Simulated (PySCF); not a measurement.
Al(Me)(H) (CH₄Al), SMILES [CH3][AlH+], charge +1.

Geometry optimised at PBE0-D3(BJ)/def2-TZVP. The multiplicity is an assumed one; other spin states were not compared. The isomer is the one that the SMILES or the coordinates give; other isomers of the formula were not compared.

Two levels are set side by side: TDA-PBE/def2-TZVPD (PySCF) and TDA-B3LYP/def2-TZVPD (PySCF). Vertical, same geometry. The lowest singlet is HOMO→LUMO 99 % with PBE and HOMO→LUMO 99 % with the other functional; states are paired by order. Differences are taken from unrounded values.

```json
[
 {"quantity": "lowest singlet excitation (eV)", "TDA-B3LYP": "5.92"},
 {"quantity": "lowest triplet excitation (TDA) (eV)", "TDA-B3LYP": "5.46"},
 {"quantity": "first bright state (f over 0.05) (eV)", "TDA-B3LYP": "7.63"},
 {"quantity": "its oscillator strength", "TDA-B3LYP": "0.32"}
]
```

### Question
What does TDA-PBE give, and how far is it from TDA-B3LYP? (An estimate is asked for; the answer gives what the named calculation found.)

### Answer

```json
[
 {"quantity": "lowest singlet excitation (eV)", "TDA-PBE": "5.72", "TDA-PBE minus TDA-B3LYP": "-0.21"},
 {"quantity": "lowest triplet excitation (TDA) (eV)", "TDA-PBE": "5.25", "TDA-PBE minus TDA-B3LYP": "-0.20"},
 {"quantity": "first bright state (f over 0.05) (eV)", "TDA-PBE": "7.39", "TDA-PBE minus TDA-B3LYP": "-0.25"},
 {"quantity": "its oscillator strength", "TDA-PBE": "0.15", "TDA-PBE minus TDA-B3LYP": "-0.17"}
]
```

A lower first singlet is the usual sign of a functional without exact exchange. Differences between two approximate levels are no errors against the true value.

Rough cost on one machine, each run with all the roots and properties that it gave: TDA-B3LYP against TDA-PBE within a factor of 2.
